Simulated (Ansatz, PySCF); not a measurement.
C4H6O4Zn. Atoms are numbered in the order given.

```xyz
15

Zn     0.0069     0.0014     0.0013
C      0.0979     2.3691    -3.0630
C      0.0805     1.4410    -1.8787
O     -0.4289     0.2698    -1.9833
O      0.5510     1.8272    -0.7508
H      0.9688     3.0470    -3.0100
H      0.0947     1.7960    -4.0071
H     -0.8192     2.9931    -3.0351
C     -0.1339    -2.3768     3.0557
C     -0.0707    -1.4386     1.8810
O     -1.0420    -0.6374     1.6420
O      0.9430    -1.4546     1.0969
H      0.8823    -2.6063     3.4233
H     -0.7628    -1.9524     3.8585
H     -0.5986    -3.3277     2.7226
```
Charge 0, spin multiplicity 1.

The structure is a stationary point at PBE-D3(BJ)/def2-SVP. The isomer is the one that the SMILES or the coordinates give; other isomers of the formula were not compared. The values are those of a single conformer.

Vertical ionisation energy (IE) and electron affinity (EA) in eV. Rows of orbital energies are one-electron estimates. Where ΔSCF, EOM or ADC give a negative EA the extra electron is unbound and the value depends on the basis.

| level | IE | EA |
|---|---|---|
| −ε(HOMO), −ε(LUMO), M06-2X/def2-SVP (PySCF) | ? | ? |
| −ε(HOMO), −ε(LUMO), PBE/def2-SVP (PySCF) | 6.47 | 1.11 |
| ΔSCF, CAM-B3LYP/def2-SVPD (Ansatz), final states of multiplicity 2 and 2 | 10.85 | -0.80 |
| ΔSCF, PBE/def2-SVPD (Ansatz), final states of multiplicity 2 and 2 | 9.62 | -0.53 |

**Question.** Fill in the missing entries. (Estimate from the structure and the level; the computed values follow.)

**Answer.** 
- −ε(HOMO), −ε(LUMO), M06-2X/def2-SVP (PySCF), IE: 9.99
- −ε(HOMO), −ε(LUMO), M06-2X/def2-SVP (PySCF), EA: -0.31

**Question.** What vertical singlet–triplet gap does ΔSCF give with CAM-B3LYP/def2-SVPD (Ansatz, a program for electronic structure) and with PBE/def2-SVPD (Ansatz)? (Estimate from the structure and the level; the computed values follow.)

**Answer.** 5.79 and 5.33 eV (triplet above singlet where positive).
